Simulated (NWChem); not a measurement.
System: TiN$_{2}$H$_{4}$F$_{2}$; SMILES [NH2][Ti]([NH2])([F])[F]

Input file for NWChem:

```
start job
memory heap 200 mb stack 900 mb global 1100 mb
geometry units angstroms noautosym nocenter noautoz
  Ti     0.064711    -0.054758    -0.050797
  F      1.244935     1.014004     0.694071
  F      0.893979    -1.339700    -0.917995
  N     -1.013822    -0.810180     1.286982
  H     -0.644383    -1.383047     2.042327
  H     -2.020252    -0.716079     1.371262
  N     -1.071093     0.897271    -1.191723
  H     -1.248386     1.896575    -1.123656
  H     -1.454144     0.531814    -2.060247
end
basis spherical
  * library pcsseg-1
end
dft
  xc xpbe96 cpbe96
  iterations 150
end
property
  shielding 7 1 2 4 5 6 7 8
end
task dft property
```

Excerpt of the output:

```
             Northwest Computational Chemistry Package (NWChem) 7.3.0
             --------------------------------------------------------

                             Geometry "geometry" -> ""
                             -------------------------

 Output coordinates in angstroms (scale by  1.889725989 to convert to a.u.)

  No.       Tag          Charge          X              Y              Z
 ---- ---------------- ---------- -------------- -------------- --------------
    1 Ti                  22.0000     0.06471100    -0.05475800    -0.05079700
    2 F                    9.0000     1.24493500     1.01400400     0.69407100
    3 F                    9.0000     0.89397900    -1.33970000    -0.91799500
    4 N                    7.0000    -1.01382200    -0.81018000     1.28698200
    5 H                    1.0000    -0.64438300    -1.38304700     2.04232700
    6 H                    1.0000    -2.02025200    -0.71607900     1.37126200
    7 N                    7.0000    -1.07109300     0.89727100    -1.19172300
    8 H                    1.0000    -1.24838600     1.89657500    -1.12365600
    9 H                    1.0000    -1.45414400     0.53181400    -2.06024700

 Effective nuclear repulsion energy (a.u.)     323.1720613188

  pbe96 is a nonlocal functional; adding pw91lda local functional.
                              NWChem Property Module
                              ----------------------

  itol2e modified to match energy
  convergence criterion.

                                 NWChem DFT Module
                                 -----------------

 Summary of "ao basis" -> "ao basis" (spherical)
 ------------------------------------------------------------------------------
       Tag                 Description            Shells   Functions and Types
 ---------------- ------------------------------  ------  ---------------------
 Ti                         pcsseg-1                15       45   5s6p3d1f
 F                          pcsseg-1                 7       17   3s3p1d
 N                          pcsseg-1                 7       17   3s3p1d
 H                          pcsseg-1                 3        5   2s1p

  itol2e modified to match energy
  convergence criterion.

            General Information
            -------------------
          SCF calculation type: DFT
          Wavefunction type:  closed shell.
          No. of atoms     :     9
          No. of electrons :    58
           Alpha electrons :    29
            Beta electrons :    29
          Charge           :     0
          Spin multiplicity:     1
          Use of symmetry is: off; symmetry adaption is: off
          Maximum number of iterations: 150
          AO basis - number of functions:   133
                     number of shells:    55
          Convergence on energy requested:  1.00D-07
          Convergence on density requested:  1.00D-05
          Convergence on gradient requested:  5.00D-04

              XC Information
              --------------
          PerdewBurkeErnzerhof Exchange Functional  1.000
            Perdew 1991 LDA Correlation Functional  1.000 local
           PerdewBurkeErnz. Correlation Functional  1.000 non-local

             Grid Information
             ----------------
          Grid used for XC integration:  fine
          Radial quadrature: Mura-Knowles
          Angular quadrature: Lebedev.
          Tag              B.-S. Rad. Rad. Pts. Rad. Cut. Ang. Pts.
          ---              ---------- --------- --------- ---------
          Ti                  1.40      140          10.0       974
          F                   0.50       70          11.0       590
          N                   0.65       70          11.0       590
          H                   0.35       60          12.0       590
          Grid pruning is: on
          Number of quadrature shells:   660
          Spatial weights used:  Erf1

      Superposition of Atomic Density Guess
      -------------------------------------

 Sum of atomic energies:       -1157.55314192

      Non-variational initial energy
      ------------------------------

 Total energy =   -1158.170089
 1-e energy   =   -2232.395848
 2-e energy   =     751.053697
 HOMO         =      -0.381704
 LUMO         =      -0.040666

   convergence    iter        energy       DeltaE   RMS-Dens  Diis-err
 ---------------- ----- ----------------- --------- --------- ---------
 d= 0,ls=0.0,diis     1  -1160.0981259168 -1.48D+03  3.26D-02  4.77D+00
 d= 0,ls=0.0,diis     2  -1139.7176733911  2.04D+01  2.24D-02  2.46D+02
 d= 0,ls=0.0,diis     3  -1158.2897678997 -1.86D+01  8.25D-03  3.18D+01
 d= 0,ls=0.0,diis     4  -1160.1383628556 -1.85D+00  7.65D-03  6.76D+00
 d= 0,ls=0.0,diis     5  -1159.9580763463  1.80D-01  7.58D-03  7.57D+00
 d= 0,ls=0.0,diis     6  -1160.6372228220 -6.79D-01  1.75D-03  1.14D-01
  Resetting Diis
 d= 0,ls=0.0,diis     7  -1160.6404388664 -3.22D-03  1.12D-03  7.68D-02
 d= 0,ls=0.0,diis     8  -1160.6483269584 -7.89D-03  1.10D-03  6.95D-03
 d= 0,ls=0.0,diis     9  -1160.6419390461  6.39D-03  8.98D-04  6.37D-02
 d= 0,ls=0.0,diis    10  -1160.6486749203 -6.74D-03  2.22D-04  3.77D-03
 d= 0,ls=0.0,diis    11  -1160.6490420142 -3.67D-04  6.03D-05  4.60D-04
 d= 0,ls=0.0,diis    12  -1160.6490868508 -4.48D-05  9.60D-06  4.01D-06
 d= 0,ls=0.0,diis    13  -1160.6490870426 -1.92D-07  4.87D-06  2.66D-06
 d= 0,ls=0.0,diis    14  -1160.6490872827 -2.40D-07  8.85D-07  7.38D-08
 d= 0,ls=0.0,diis    15  -1160.6490872909 -8.24D-09  1.48D-07  1.41D-09

         Total DFT energy =    -1160.649087290907
      One electron energy =    -2239.212819693810
           Coulomb energy =      833.208612330636
    Exchange-Corr. energy =      -77.816941246580
 Nuclear repulsion energy =      323.172061318847

 Numeric. integr. density =       57.999999394905

                       DFT Final Molecular Orbital Analysis
                       ------------------------------------

 Vector   27  Occ=2.000000D+00  E=-3.297709D-01
              MO Center= -3.2D-01, -4.3D-01,  5.8D-01, r^2= 3.0D+00
   Bfn.  Coefficient  Atom+Function         Bfn.  Coefficient  Atom+Function
  ----- ------------  ---------------      ----- ------------  ---------------
    88      0.224894  4 N  pz                82     -0.193780  4 N  s
    91      0.193591  4 N  pz                97      0.163228  5 H  s
    54     -0.156811  2 F  pz                86     -0.155458  4 N  px
    57     -0.143890  2 F  pz                71     -0.143632  3 F  pz
    74     -0.134480  3 F  pz                89     -0.132976  4 N  px

 Vector   28  Occ=2.000000D+00  E=-2.432504D-01
              MO Center= -9.3D-01,  7.4D-01, -9.9D-01, r^2= 1.5D+00
   Bfn.  Coefficient  Atom+Function         Bfn.  Coefficient  Atom+Function
  ----- ------------  ---------------      ----- ------------  ---------------
   116      0.376600  7 N  px               113      0.333932  7 N  px
   118     -0.230726  7 N  pz               115     -0.206594  7 N  pz
   110      0.170747  7 N  px                28     -0.113387  1 Ti d  2
   112     -0.105719  7 N  pz               117      0.101556  7 N  py
    26      0.100987  1 Ti d  0             114      0.091431  7 N  py

 Vector   29  Occ=2.000000D+00  E=-2.261722D-01
              MO Center= -8.0D-01, -7.0D-01,  1.1D+00, r^2= 1.6D+00
   Bfn.  Coefficient  Atom+Function         Bfn.  Coefficient  Atom+Function
  ----- ------------  ---------------      ----- ------------  ---------------
    90      0.377619  4 N  py                87      0.330172  4 N  py
    91      0.258680  4 N  pz                88      0.226202  4 N  pz
    84      0.169408  4 N  py                26      0.115979  1 Ti d  0
    85      0.116063  4 N  pz                57     -0.097505  2 F  pz
    54     -0.095107  2 F  pz                73     -0.088995  3 F  py

 Vector   30  Occ=0.000000D+00  E=-9.322186D-02
              MO Center=  8.2D-03, -1.5D-02, -9.6D-02, r^2= 1.5D+00
   Bfn.  Coefficient  Atom+Function         Bfn.  Coefficient  Atom+Function
  ----- ------------  ---------------      ----- ------------  ---------------
    26      0.446108  1 Ti d  0              28      0.300960  1 Ti d  2
    31      0.300237  1 Ti d  0              33      0.202635  1 Ti d  2
    25      0.186381  1 Ti d -1              36      0.160113  1 Ti d  0
   125      0.156834  8 H  s                130     -0.156843  9 H  s
    27     -0.149786  1 Ti d  1              74      0.145920  3 F  pz

 Vector   31  Occ=0.000000D+00  E=-8.844793D-02
              MO Center= -5.4D-02, -3.8D-03, -9.9D-02, r^2= 1.5D+00
   Bfn.  Coefficient  Atom+Function         Bfn.  Coefficient  Atom+Function
  ----- ------------  ---------------      ----- ------------  ---------------
    28      0.488245  1 Ti d  2              33      0.327612  1 Ti d  2
    26     -0.300331  1 Ti d  0             116      0.218038  7 N  px
    31     -0.200635  1 Ti d  0              38      0.181736  1 Ti d  2
   103     -0.161827  6 H  s                 98      0.140695  5 H  s
   113      0.139358  7 N  px                27      0.138370  1 Ti d  1

[...]

          -----------------------------------------
          Chemical Shielding Tensors (GIAO, in ppm)
          -----------------------------------------

                                NWChem CPHF Module
                                ------------------

  scftype          =     RHF
  nclosed          =       29
  nopen            =        0
  variables        =     3016
  # of vectors     =        3
  tolerance        = 0.10D-03
  level shift      = 0.00D+00
  max iterations   =       50
  max subspace     =       30

 SCF residual:    7.3233926857518744E-006

Iterative solution of linear equations
  No. of variables     3016
  No. of equations        3
  Maximum subspace       30
        Iterations       50
       Convergence  1.0D-04

   iter   nsub   residual    time
   ----  ------  --------  ---------
     1      3    5.55D-06     133.5

      Atom:    1  Ti
        Diamagnetic
   1604.5745     -1.0199      1.0127
     -1.0199   1603.5400     -1.4367
      1.0127     -1.4367   1604.2698

        Paramagnetic
  -2094.1096     -1.8205    -19.8902
     -1.8205  -2111.7739   -121.7031
    -19.8902   -121.7031  -2013.3216

        Total Shielding Tensor
   -489.5351     -2.8404    -18.8775
     -2.8404   -508.2339   -123.1398
    -18.8775   -123.1398   -409.0518

           isotropic =    -468.9402
          anisotropy =    -186.1161

          Principal Components and Axis System
                 1           2           3
             -593.0177   -489.1135   -324.6896

      1         0.1248      0.9885     -0.0853
      2         0.8186     -0.1511     -0.5542
      3         0.5607      0.0007      0.8280

      Atom:    2  F
        Diamagnetic
    480.7486      6.8233      5.0726
      6.8233    478.8978      4.0813
      5.0726      4.0813    475.6830

        Paramagnetic
   -534.3685    227.0199    198.0744
    227.0199   -514.2553    144.9462
    198.0744    144.9462   -768.5449

        Total Shielding Tensor
    -53.6199    233.8431    203.1470
    233.8431    -35.3575    149.0275
    203.1470    149.0275   -292.8618

           isotropic =    -127.2798
          anisotropy =    -423.8225

          Principal Components and Axis System
                 1           2           3
             -409.8281    294.9424   -266.9536

      1        -0.4631      0.6589      0.5928
      2        -0.0627      0.6428     -0.7635
      3         0.8841      0.3907      0.2563

      Atom:    3  N
        Diamagnetic
    325.1179      0.1538     -5.4819
      0.1538    310.1902    -13.2011
     -5.4819    -13.2011    321.6275

        Paramagnetic
   -395.2141    143.2951   -150.3198
    143.2951   -193.6415     64.9264
   -150.3198     64.9264   -189.3468

        Total Shielding Tensor
    -70.0962    143.4489   -155.8017
    143.4489    116.5487     51.7254
   -155.8017     51.7254    132.2807

           isotropic =      59.5777
          anisotropy =     251.4354

          Principal Components and Axis System
                 1           2           3
              227.2013   -222.0405    173.5723

      1        -0.5700      0.8124      0.1230
      2        -0.4047     -0.4078      0.8185
      3         0.7151      0.4168      0.5612

      Atom:    4  H
        Diamagnetic
     26.7565     -2.5887      2.6222
     -2.5887     29.2097    -10.7149
      2.6222    -10.7149     36.5425

        Paramagnetic
     -3.6284      5.6047     -5.9080
      5.6047     -2.8973     12.8372
     -5.9080     12.8372    -10.6936

        Total Shielding Tensor
     23.1281      3.0160     -3.2858
      3.0160     26.3124      2.1223
     -3.2858      2.1223     25.8489

           isotropic =      25.0965
          anisotropy =       4.6877

          Principal Components and Axis System
                 1           2           3
               28.2216     28.0095     19.0582

      1         0.1154     -0.6641      0.7387
      2         0.8144     -0.3625     -0.4531
      3         0.5687      0.6539      0.4990

      Atom:    5  H
        Diamagnetic
     43.1410     -0.3790     -4.3101
     -0.3790     22.9307     -2.6971
     -4.3101     -2.6971     25.9059

        Paramagnetic
    -21.8870      3.5874      0.7557
      3.5874      2.9382      2.7584
      0.7557      2.7584      1.1802

        Total Shielding Tensor
     21.2541      3.2084     -3.5544
      3.2084     25.8688      0.0613
     -3.5544      0.0613     27.0861

           isotropic =      24.7363
          anisotropy =       7.0185

          Principal Components and Axis System
                 1           2           3
               29.4153     26.3940     18.3997

      1        -0.4981      0.1233      0.8583
      2        -0.4377      0.8188     -0.3716
      3         0.7486      0.5607      0.3538

      Atom:    6  N
        Diamagnetic
    312.9597     -6.7153     12.1962
     -6.7153    325.4628     -0.8851
     12.1962     -0.8851    322.4846

        Paramagnetic
   -130.5633    -62.1929    -11.3559
    -62.1929   -439.4957   -215.3595
    -11.3559   -215.3595   -279.8582

        Total Shielding Tensor
    182.3964    -68.9082      0.8404
    -68.9082   -114.0329   -216.2446
      0.8404   -216.2446     42.6264

           isotropic =      36.9966
          anisotropy =    -464.4335

          Principal Components and Axis System
                 1           2           3
             -272.6257    231.8407    151.7749

      1         0.1229      0.6801      0.7227
      2         0.8185     -0.4813      0.3137
      3         0.5611      0.5530     -0.6159

      Atom:    7  H
        Diamagnetic
     24.6888     -5.4906      2.3619
     -5.4906     43.1373     -0.7758
      2.3619     -0.7758     24.9932

        Paramagnetic
      2.3314      5.0739     -2.5773
      5.0739    -23.7470     -3.9601
     -2.5773     -3.9601      0.6744

        Total Shielding Tensor
     27.0202     -0.4167     -0.2154
     -0.4167     19.3903     -4.7359
     -0.2154     -4.7359     25.6676

           isotropic =      24.0260
          anisotropy =       6.2768

          Principal Components and Axis System
                 1           2           3
               28.2105     27.0417     16.8258

      1         0.0063      0.9989      0.0460
      2        -0.4733     -0.0375      0.8801
      3         0.8809     -0.0273      0.4725
```

Level: PBE/pcSseg-1, GIAO. Geometry: optimised at B3LYP/6-31G* (spherical d). Not confirmed as a minimum by frequencies. The output numbers the shielded atoms by their place in the input's list. The printed shielding anisotropy is the first printed principal value minus the mean of the other two.
